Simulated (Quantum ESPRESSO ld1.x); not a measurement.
The numbers below are computed, except where a source is named.
Os60+, 16 electrons, occupied as [Ne] 3s2 3p4.

Code: ld1.x of Quantum ESPRESSO 7.5. Model: scalar-relativistic Kohn-Sham, relativistic LDA (MacDonald-Vosko exchange, VWN5 correlation), spin-unpolarised, spherical densities, point nucleus.

Energy parts (eV):
| part | energy |
|---|---|
| total | -360104.6 |
| kinetic | 407524.7 |
| electron-nucleus | -800043.2 |
| Hartree | 35989.7 |
| exchange-correlation | -3575.8 |

Orbitals (lengths in bohr, moments of r in powers of bohr; r(max) is where P^2 peaks):
| orbital | occ. | eigenvalue (eV) | <r> | <r^4> | r(max) |
|---|---|---|---|---|---|
| 1s | 2 | -78101.5 | 0.01780 | 5.193e-07 | 0.011 |
| 2s | 2 | -17356.3 | 0.07442 | 0.00007329 | 0.063 |
| 2p | 6 | -15751.0 | 0.06663 | 0.00005717 | 0.052 |
| 3s | 2 | -6900.50 | 0.1804 | 0.002017 | 0.172 |
| 3p | 4 | -6426.59 | 0.1776 | 0.002013 | 0.168 |
| 3d | 0 | -6014.85 | 0.1568 | 0.001323 | 0.133 |
| 4s | 0 | -3647.35 | 0.3374 | 0.02255 | 0.341 |

The highest occupied level is 3p at -6426.6 eV. For comparison, the ionisation energy in NIST's Atomic Spectra Database is 6376 eV (theoretical). In exact Kohn-Sham theory the highest level is minus the ionisation energy, but local and semilocal functionals leave it too shallow, through self-interaction and a potential that decays too fast; potentials with the right tail come closer.

Beside tabulated values, note that spin-unpolarised runs miss the spin-polarisation part of the exchange energy of open shells.
